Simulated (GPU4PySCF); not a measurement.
N-phenylbenzimidazole (C13H10N2), SMILES c1ccc(-n2cnc3ccccc32)cc1.

Geometry: PBE-D3(BJ)/def2-TZVP. Other conformers were not sampled.

Method: PBE-D3(BJ)/def2-TZVP (GPU4PySCF).

No scaling factor is applied to the harmonic values.

```tsv
mode	ν (cm⁻¹)	IR (km/mol)	moving atoms (share of kinetic energy)
1	52	0.9	C 75 %, H 17 %
2	68	0.2	C 69 %, N 16 %, H 15 %
3	90	0.0	C 76 %, H 15 %, N 9 %
4	211	1.6	C 77 %, H 14 %, N 9 %
5	221	2.2	C 77 %, H 16 %
6	249	0.9	C 72 %, N 15 %, H 13 %
7	317	1.3	C 72 %, N 19 %, H 9 %
8	372	0.9	C 61 %, N 27 %, H 11 %
9	403	0.8	C 73 %, H 27 %
10	420	6.8	C 71 %, H 28 %
11	465	3.6	C 66 %, H 18 %, N 16 %
12	515	11.7	C 71 %, H 16 %, N 14 %
13	570	5.9	C 73 %, H 14 %, N 13 %
14	575	1.8	C 72 %, H 14 %, N 13 %
15	607	1.1	C 79 %, H 11 %, N 9 %
16	613	3.0	C 80 %, N 13 %
17	627	0.2	C 43 %, N 37 %, H 20 %
18	687	34.2	C 55 %, H 45 %
19	700	9.9	C 82 %, H 9 %, N 9 %
20	726	61.7	H 73 %, C 26 %
21	746	37.5	C 49 %, H 49 %
22	761	1.4	C 67 %, H 26 %
23	787	15.3	C 74 %, H 14 %, N 12 %
24	813	4.6	H 71 %, C 26 %
25	815	0.8	H 78 %, C 22 %
26	840	3.5	H 56 %, C 42 %
27	871	6.7	C 51 %, N 37 %, H 12 %
28	886	4.2	H 65 %, C 33 %
29	895	0.9	H 71 %, C 28 %
30	917	0.4	H 79 %, C 20 %
31	922	0.4	H 74 %, C 26 %
32	936	0.5	H 81 %, C 19 %
33	967	8.4	C 60 %, N 32 %
34	993	0.0	C 90 %, H 10 %
35	1008	10.1	C 54 %, H 45 %
36	1027	1.3	C 53 %, H 46 %
37	1074	7.0	H 64 %, C 36 %
38	1097	2.8	H 53 %, C 43 %
39	1130	10.5	H 65 %, C 31 %
40	1144	3.4	H 73 %, C 22 %
41	1149	0.1	H 93 %
42	1164	4.6	H 87 %, C 12 %
43	1192	50.6	C 46 %, N 28 %, H 26 %
44	1220	35.2	C 50 %, H 41 %, N 8 %
45	1268	28.3	C 41 %, H 37 %, N 22 %
46	1280	31.1	H 54 %, C 35 %, N 11 %
47	1310	5.2	H 63 %, C 29 %
48	1347	1.4	C 93 %
49	1365	15.7	N 44 %, C 41 %, H 14 %
50	1382	12.1	C 80 %, H 17 %
51	1436	74.6	C 65 %, H 27 %, N 8 %
52	1446	20.7	C 62 %, H 36 %
53	1473	2.5	C 71 %, H 27 %
54	1481	72.1	C 62 %, N 28 %, H 11 %
55	1490	142.9	C 61 %, H 31 %
56	1577	2.8	C 92 %
57	1588	5.6	C 91 %
58	1600	65.1	C 91 %, H 9 %
59	1613	3.7	C 93 %
60	3106	0.3	H 92 %
61	3106	2.6	H 92 %
62	3113	3.8	H 92 %, C 8 %
63	3118	10.7	H 92 %, C 8 %
64	3123	14.0	H 92 %, C 8 %
65	3128	11.5	H 91 %, C 9 %
66	3131	3.4	H 91 %, C 9 %
67	3133	13.9	H 91 %, C 9 %
68	3136	3.8	H 91 %, C 9 %
69	3164	0.1	H 91 %, C 9 %
```
